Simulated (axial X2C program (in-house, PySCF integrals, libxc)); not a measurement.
**Photoelectron levels of AlTe⁻ by EOM-IP-CCSD**

Calculated with an axial X2C code built on PySCF integrals: two-component X2C with atomic mean-field Coulomb and Gaunt terms, Gaussian nuclei, basis Te dyall-acv3z, Al dyall-av3z with contracted cores.

R = 2.578 Å (1.045 times 2.467 Å, the PBE0 minimum at charge -1 for the lowest determinant).

Vertical detachment energies of AlTe⁻ to the states of AlTe:

| Ω of AlTe | vertical detachment energy (eV) | above lowest (cm⁻¹) | ionised spinor | one-hole weight |
| --- | --- | --- | --- | --- |
| 1/2 | 2.694 | 0 | 30% Al pσ, 28% Te pσ, 17% Te pπ | 0.94 |
| 3/2 | 2.698 | 32 | 74% Te pπ, 14% Al pπ, 8% Al dπ | 0.94 |
| 1/2 | 3.257 | 4538 | 60% Te pπ, 8% Al pσ, 8% Te pσ | 0.93 |
| 1/2 | 5.973 | 26447 | 46% Al sσ, 41% Te pσ | 0.79 |

(1) Take the first Ω = 1/2 and Ω = 3/2 rows of π character: how far apart are they, and which lies lower?

This point took 18 s on 1 thread of Arm Neoverse V2, with other jobs on the host.

Reference electrons by ω block (each with its −ω partner): 1/2: 22, 3/2: 9, 5/2: 2. 20 electrons of AlTe⁻ correlated (inner shells frozen), 82 natural virtual spinors (a truncated set); levels can be off by some tenths of an eV. Roots sought by Ω: (1/2: 4, 3/2: 3, 5/2: 1); rows need 60 % one-particle weight and stop where some Ω has no more roots. Missing are any skipped roots, higher Ω and states of a further excitation; these come out far too high here and may in truth be low or lowest. T1 of the reference 0.013 (Lee–Taylor). Number of frozen shells: Te 4 s, 3 p, 1 d; Al 2 s, 1 p.

Results:

(1) E(3/2) − E(1/2) = 32 − 4538 = -4506 cm⁻¹ at EOM-IP-CCSD: inverted, Ω = 3/2 lower. Splittings at this level can be off by ten to twenty per cent.
